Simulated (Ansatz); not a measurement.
Consider the ligand exchange at a B–C bond: `N=C(F)BS` + H₂S → `SBS` + `N=CF`.

Gas-phase electronic energies from Ansatz, PBE0-D4/def2-TZVP geometries. CBS: MP2 limit from def2 TZ/QZ plus the TZ coupled-cluster correction, frozen cores. This one scheme is used for every species. Functionals use def2-TZVPP. B3LYP here is the variant with VWN-RPA as its local correlation; programs differ in this. HSE06 is defined as in plane-wave codes. One conformer a species, not always the lowest.

```
             level  ΔE (kcal/mol)  difference from CCSD(T)/CBS
       LDA (SPW92)          -12.7                          0.6
            PBE-D4          -13.7                         -0.4
         revPBE-D4          -13.6                         -0.3
           BLYP-D4          -12.4                          0.9
         r2SCAN-D4          -14.0                         -0.7
            B97M-V          -13.9                         -0.6
           PBE0-D4          -14.3                         -1.0
          B3LYP-D4          -13.0                          0.3
        r2SCANh-D4          -14.2                         -0.9
        r2SCAN0-D4          -14.5                         -1.2
          HSE06-D4          -14.4                         -1.1
          BHLYP-D4          -13.7                         -0.4
      CAM-B3LYP-D4          -12.6                          0.7
           ωB97X-V          -13.2                          0.1
           ωB97M-V          -13.0                          0.3
            B2PLYP          -13.6                         -0.3
          PBE-QIDH          -14.7                         -1.4
               PBE          -14.0                         -0.7
            revPBE          -14.5                         -1.2
            r2SCAN          -14.1                         -0.8
              PBE0          -14.5                         -1.2
             B3LYP          -13.4                         -0.1
           r2SCAN0          -14.7                         -1.4
             HSE06          -14.6                         -1.3
             BHLYP          -13.8                         -0.5
         CAM-B3LYP          -12.8                          0.5
           LC-ωPBE          -14.1                         -0.8
RPA@PBE/def2-TZVPP          -12.1                          1.2
       HF/def2-SVP          -13.5                         -0.2
      MP2/def2-SVP          -13.7                         -0.4
     CCSD/def2-SVP          -12.7                          0.6
  CCSD(T)/def2-SVP          -12.5                          0.8
    MP2/def2-TZVPP          -14.4                         -1.1
SCS-MP2/def2-TZVPP          -13.8                         -0.5
   CCSD/def2-TZVPP          -13.2                          0.1
CCSD(T)/def2-TZVPP          -13.0                          0.3
     HF/def2-QZVPP          -14.9                         -1.6
SCS-MP2/def2-QZVPP          -14.0                         -0.7
      HF/CBS(def2)          -14.9                         -1.6
    CCSD/CBS(def2)          -13.4                         -0.1
       CCSD(T)/CBS          -13.3                            0
```

Largest T1 diagnostic among the species: 0.016.

Leaving LDA and LC-ωPBE aside and taking each functional with its dispersion term where it has one, the values spread over 2.3 kcal/mol, from PBE-QIDH to BLYP-D4. LDA lies +1.2 kcal/mol from PBE without D4. At CCSD(T), def2-SVP lies +0.7 kcal/mol from the extrapolated value and def2-TZVPP +0.2 kcal/mol. From BLYP to BHLYP (50 % exact exchange), in def2-TZVPP and without D4, ΔE moves by −0.8 kcal/mol.
